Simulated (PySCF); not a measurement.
Isomers of C6H16BNO, mass 129.132 u with the commonest isotopes. Method: PBE0-D3(BJ)/def2-SVP geometry optimisation, gas phase (PySCF 2.14.0). One conformer each, none proved a minimum here; rigid rotors.

**Question.** Order these by radius of gyration √(Σ m r²/M), smallest first.
A. `[CH3:1][O:2][CH2:3][NH2+:4][BH2-:5][CH:6]1[CH2:7][CH2:8][CH2:9]1` with C1–O2–C3–N4 178°, O2–C3–N4–B5 -179°, C3–N4–B5–C6 176°, N4–B5–C6–C7 -168°, B5–C6–C7–C8 99°, C6–C7–C8–C9 18°, C7–C8–C9–C6 -18°, B5–C6–C9–C8 -96°
B. `[CH3:1][O:2][C@H:3]1[CH2:4][CH2:5][BH2-:6][N+:7]1([CH3:8])[CH3:9]` with C1–O2–C3–C4 75°, O2–C3–C4–C5 155°, C3–C4–C5–B6 -7°, C4–C5–B6–N7 -19°, C5–B6–N7–C8 -79°
C. `[CH3:1][O:2][CH2:3][N@@+:4]1([CH3:5])[BH2-:6][CH2:7][CH2:8][CH2:9]1` with C1–O2–C3–N4 -179°, O2–C3–N4–C5 66°, C3–N4–B6–C7 91°, N4–B6–C7–C8 4°, B6–C7–C8–C9 21°, C7–C8–C9–N4 -40°
D. `[CH3:1][O:2][C@@H:3]1[CH2:4][CH2:5][C@@H:6]([BH2-:7][NH3+:8])[CH2:9]1` with C1–O2–C3–C4 -76°, C5–C6–B7–N8 -179°, O2–C3–C4–C5 -107°, C3–C4–C5–C6 18°, C4–C5–C6–B7 -163°, C5–C6–C9–C3 44°
E. `[CH3:1][O:2][C@@H:3]1[CH2:4][CH2:5][C@H:6]([BH2-:7][NH3+:8])[CH2:9]1` with C1–O2–C3–C4 -173°, C5–C6–B7–N8 60°, O2–C3–C4–C5 -116°, C3–C4–C5–C6 -30°, C4–C5–C6–B7 164°, C5–C6–C9–C3 -37°

**Answer.** B (1.999 Å), C (2.100 Å), D (2.335 Å), E (2.422 Å), A (2.788 Å).

**Question.** Order these by out-of-plane moment Σ m c² = (Ia + Ib − Ic)/2, largest first.
A. `[CH3:1][O:2][C@@H:3]1[CH2:4][CH2:5][C@@H:6]([BH2-:7][NH3+:8])[CH2:9]1` with C1–O2–C3–C4 -76°, C5–C6–B7–N8 -179°, O2–C3–C4–C5 -107°, C3–C4–C5–C6 18°, C4–C5–C6–B7 -163°, C5–C6–C9–C3 44°
B. `[CH3:1][O:2][C@@H:3]1[CH2:4][CH2:5][C@H:6]([BH2-:7][NH3+:8])[CH2:9]1` with C1–O2–C3–C4 -173°, C5–C6–B7–N8 60°, O2–C3–C4–C5 -116°, C3–C4–C5–C6 -30°, C4–C5–C6–B7 164°, C5–C6–C9–C3 -37°
C. `[CH3:1][O:2][CH2:3][NH2+:4][BH2-:5][CH:6]1[CH2:7][CH2:8][CH2:9]1` with C1–O2–C3–N4 178°, O2–C3–N4–B5 -179°, C3–N4–B5–C6 176°, N4–B5–C6–C7 -168°, B5–C6–C7–C8 99°, C6–C7–C8–C9 18°, C7–C8–C9–C6 -18°, B5–C6–C9–C8 -96°
D. `[CH3:1][O:2][CH2:3][N@@+:4]1([CH3:5])[BH2-:6][CH2:7][CH2:8][CH2:9]1` with C1–O2–C3–N4 -179°, O2–C3–N4–C5 66°, C3–N4–B6–C7 91°, N4–B6–C7–C8 4°, B6–C7–C8–C9 21°, C7–C8–C9–N4 -40°
E. `[CH3:1][O:2][C@H:3]1[CH2:4][CH2:5][BH2-:6][N+:7]1([CH3:8])[CH3:9]` with C1–O2–C3–C4 75°, O2–C3–C4–C5 155°, C3–C4–C5–B6 -7°, C4–C5–B6–N7 -19°, C5–B6–N7–C8 -79°

**Answer.** D (69.50 u·Å²), E (61.06 u·Å²), A (36.41 u·Å²), C (34.11 u·Å²), B (25.29 u·Å²).

**Question.** Order these by dipole moment, largest first.
A. `[CH3:1][O:2][C@H:3]1[CH2:4][CH2:5][BH2-:6][N+:7]1([CH3:8])[CH3:9]` with C1–O2–C3–C4 75°, O2–C3–C4–C5 155°, C3–C4–C5–B6 -7°, C4–C5–B6–N7 -19°, C5–B6–N7–C8 -79°
B. `[CH3:1][O:2][C@@H:3]1[CH2:4][CH2:5][C@H:6]([BH2-:7][NH3+:8])[CH2:9]1` with C1–O2–C3–C4 -173°, C5–C6–B7–N8 60°, O2–C3–C4–C5 -116°, C3–C4–C5–C6 -30°, C4–C5–C6–B7 164°, C5–C6–C9–C3 -37°
C. `[CH3:1][O:2][CH2:3][NH2+:4][BH2-:5][CH:6]1[CH2:7][CH2:8][CH2:9]1` with C1–O2–C3–N4 178°, O2–C3–N4–B5 -179°, C3–N4–B5–C6 176°, N4–B5–C6–C7 -168°, B5–C6–C7–C8 99°, C6–C7–C8–C9 18°, C7–C8–C9–C6 -18°, B5–C6–C9–C8 -96°
D. `[CH3:1][O:2][CH2:3][N@@+:4]1([CH3:5])[BH2-:6][CH2:7][CH2:8][CH2:9]1` with C1–O2–C3–N4 -179°, O2–C3–N4–C5 66°, C3–N4–B6–C7 91°, N4–B6–C7–C8 4°, B6–C7–C8–C9 21°, C7–C8–C9–N4 -40°

**Answer.** B (5.56 D), C (5.27 D), D (4.44 D), A (4.27 D).

| SMILES | point group | Ia (u·Å²) | Ib (u·Å²) | Ic (u·Å²) | κ | μa (D) | μb (D) | μc (D) |
| --- | --- | --- | --- | --- | --- | --- | --- | --- |
| COC[NH2+][BH2-]C1CCC1 | C1 | 97.09 | 940.56 | 969.42 | -0.99 | 5.00 | 1.48 | 0.74 |
| CO[C@@H]1CC[C@H]([BH2-][NH3+])C1 | C1 | 136.11 | 646.87 | 732.40 | -0.94 | 5.13 | 1.81 | 1.15 |
| CO[C@H]1CC[BH2-][N+]1(C)C | C1 | 235.14 | 341.91 | 454.93 | -0.29 | 3.94 | 1.39 | 0.86 |
| COC[N@@+]1(C)[BH2-]CCC1 | C1 | 201.99 | 437.06 | 500.05 | -0.80 | 4.00 | 0.57 | 1.82 |
| CO[C@@H]1CC[C@@H]([BH2-][NH3+])C1 | C1 | 174.10 | 566.65 | 667.93 | -0.87 | 1.56 | 4.10 | 0.16 |
